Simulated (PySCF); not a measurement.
Si(Cl)(F)2(SMe) (CH3ClF2SSi), SMILES F[Si](F)(Cl)SC.

The structure is a stationary point at ωB97X-D3(BJ)/def2-SVP. This is a generated structure with no PubChem entry under its InChIKey; it may be hypothetical. The values are those of a single conformer.

Two levels are set side by side: TDA-PBE/def2-SVPD (PySCF) and TDA-LC-ωPBE/def2-SVPD (PySCF). Vertical, same geometry. The lowest singlet is HOMO→LUMO 99 % with PBE and HOMO→LUMO 61 %, HOMO→LUMO+1 17 % with the other functional; states are paired by order. Differences are taken from unrounded values.

```json
[
 {"quantity": "lowest singlet excitation (eV)", "TDA-LC-ωPBE": "6.01", "TDA-PBE": "5.30", "TDA-PBE minus TDA-LC-ωPBE": "-0.71"},
 {"quantity": "lowest triplet excitation (TDA) (eV)", "TDA-LC-ωPBE": "5.51", "TDA-PBE": "4.96", "TDA-PBE minus TDA-LC-ωPBE": "-0.54"},
 {"quantity": "first bright state (f over 0.05) (eV)", "TDA-LC-ωPBE": "8.81", "TDA-PBE": "7.55", "TDA-PBE minus TDA-LC-ωPBE": "-1.26"},
 {"quantity": "its oscillator strength", "TDA-LC-ωPBE": "0.10", "TDA-PBE": "0.12", "TDA-PBE minus TDA-LC-ωPBE": "0.02"}
]
```

A lower first singlet is the usual sign of a functional without exact exchange. Differences between two approximate levels are no errors against the true value.

Rough cost on one machine, each run with all the roots and properties that it gave: TDA-LC-ωPBE against TDA-PBE about 3 times.
